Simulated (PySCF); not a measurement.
Values are calculated unless marked as measured or tabulated.
AlB3ClO6(-)

The system: AlB3ClO6(-), a molecule drawn as a unit of a network glass or zeolite (built as: B3 Al B3 B3, Cl ends, O bridges); charge -1, singlet. The structure was relaxed in the gas phase by PBE0-D3(BJ)/def2-SVP. No frequency run checks that it is a minimum.

SMILES: [Cl][Al-]12[O]B3OB(OB(O3)[O]1)[O]2

| atom | x (Å) | y (Å) | z (Å) |
| --- | --- | --- | --- |
| Cl1 | -0.331 | 0.129 | 3.487 |
| Al2 | -0.126 | 0.051 | 1.375 |
| O3 | -1.386 | 0.901 | 0.370 |
| B4 | -0.911 | 0.624 | -0.863 |
| O5 | 0.222 | 1.323 | -1.352 |
| B6 | 1.153 | 0.514 | -0.651 |
| O7 | 1.396 | 0.752 | 0.655 |
| O8 | 1.289 | -0.802 | -1.163 |
| B9 | 0.018 | -1.227 | -0.699 |
| O10 | -1.080 | -0.674 | -1.406 |
| O11 | -0.135 | -1.596 | 0.590 |

Shieldings: GIAO PBE0/aug-pcSseg-1.  Core levels by delta-SCF with SCAN, aug-pcX-2 on the ionised atom and aug-pcseg-1 elsewhere, spin-free X2C (2p3/2 is the spin-free 2p value less a third of a first-order spin-orbit splitting); from the vacuum level, for chosen atoms.

(1) Give the shieldings and core levels atom by atom.

(2) Which of O8, O11 holds its core electrons tightest, and by how much against the loosest?

(3) By CAM-B3LYP/def2-SVPD (TDDFT singlets, Tamm-Dancoff triplets, ionisation by delta-SCF), where does absorption start, and what does vertical ionisation take?

## Answers

(1) 
```csv
atoms,bonded to,σ (ppm),δ (ppm),core level (eV)
Cl1,1 Al,1056.0,-,2p3/2 201.97
Al2,1 Cl + 3 O,508.3,-,2p3/2 77.13
O3 O7 O11,1 Al + 1 B,129.6,-,1s 533.22
B4 B6 B9,3 O,73.5,-,1s 194.44
O5 O8 O10,2 B,83.5,-,1s 533.85
```

Values are those of this one static structure; atoms that internal rotation interchanges would show their mean in an NMR spectrum.

(2) O8 (bonded to 2 B), by 0.63 eV over O11 (bonded to 1 Al + 1 B).

(3) The first singlet with intensity lies at 6.67 eV (f 0.002); what lies below it is dark. The lowest singlet lies at 5.12 eV (f 0.000), the strongest of the first 6 at 6.67 eV (f 0.002), the lowest triplet at 4.94 eV; vertical ionisation takes 6.37 eV.

Excited states of gas-phase anions may lie above the detachment limit and hang on the basis.

The 3 runs behind this took 6.8 min in all, one thread each of Arm Neoverse V1 on a shared host, launched as `OMP_NUM_THREADS=1 python cluster_run.py task.json out`.
